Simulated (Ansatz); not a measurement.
Two structures of CH$_{6}$GeO, closed shell, reached by relaxing down either side of one saddle point (PBE0-D4/def2-TZVP). Energies are electronic, without zero-point energy. Computed with Ansatz 0.2.0 (basis: def2-TZVPP and def2-QZVPP); correlated methods freeze the cores. Filled d shells of the heavier atoms are correlated. The def2 sets are not built for correlating such inner shells, so the correlated values are less sure here. Extrapolation: Hartree–Fock as exp(−7.88 √X), correlation as X^−2.97. First:

```json
{"atom": "Ge1", "x (Å)": "-0.1397", "y (Å)": "1.1182", "z (Å)": "-0.7665"}
{"atom": "O2", "x (Å)": "-0.0278", "y (Å)": "-0.6501", "z (Å)": "-0.6028"}
{"atom": "C3", "x (Å)": "0.1349", "y (Å)": "-1.1798", "z (Å)": "0.6889"}
{"atom": "H4", "x (Å)": "-0.7073", "y (Å)": "-0.9306", "z (Å)": "1.3489"}
{"atom": "H5", "x (Å)": "1.1518", "y (Å)": "1.7540", "z (Å)": "-0.2143"}
{"atom": "H6", "x (Å)": "-1.3538", "y (Å)": "1.6199", "z (Å)": "0.0406"}
{"atom": "H7", "x (Å)": "-0.3066", "y (Å)": "1.3659", "z (Å)": "-2.2677"}
{"atom": "H8", "x (Å)": "1.0598", "y (Å)": "-0.8297", "z (Å)": "1.1676"}
{"atom": "H9", "x (Å)": "0.1885", "y (Å)": "-2.2679", "z (Å)": "0.6053"}
```

Second:

Ge1  (-0.655, 1.544, -0.323)
O2  (1.012, -1.249, -0.557)
C3  (0.830, -1.944, 0.399)
H4  (-0.989, 0.570, 0.818)
H5  (0.835, 1.898, -0.289)
H6  (-1.481, 2.825, -0.110)
H7  (-1.032, 0.923, -1.671)
H8  (0.152, -1.641, 1.222)
H9  (1.329, -2.926, 0.511)
(Å)

(1) Which bonds change from the first to the second?

(2) Give the saddle point's structure and its height above each. (Judge from chemistry; the value comes from the calculation.)

No T1 diagnostic of these runs exceeds 0.015.

Answers

(1) CH₆GeO ([CH3][O][GeH3]) → CH₂O ([CH2][O]) + GeH₄; bonds formed: Ge1–H4; bonds broken: Ge1–O2, C3–H4.

(2) Computed: 72.21 kcal/mol above the first and 43.93 kcal/mol above the second (CCSD(T) at an estimated basis limit (MP2 extrapolated from triple and quadruple zeta, plus CCSD(T) − MP2 in triple zeta)).
```
9
angstrom
Ge -0.2645 0.9872 -0.4257
O 1.0342 -0.7639 -0.6874
C 0.3889 -1.1031 0.3822
H -0.6561 -0.2926 0.6565
H 1.0360 1.7150 -0.0955
H -1.4125 1.8345 0.2490
H -0.7440 0.6082 -1.8218
H 0.8691 -0.9782 1.3725
H -0.2513 -2.0071 0.3702
```

Labels in which every atom is bracketed show which atoms are joined, not bond orders.

For scale, one of the runs: CCSD(T)/def2-TZVPP, 194 basis functions (an equivalent command: `ansatz run in.yaml --threads 4`). Hardware: 4 CPU threads, shared host. Wall time 49 s; peak host memory 2.3 GiB.
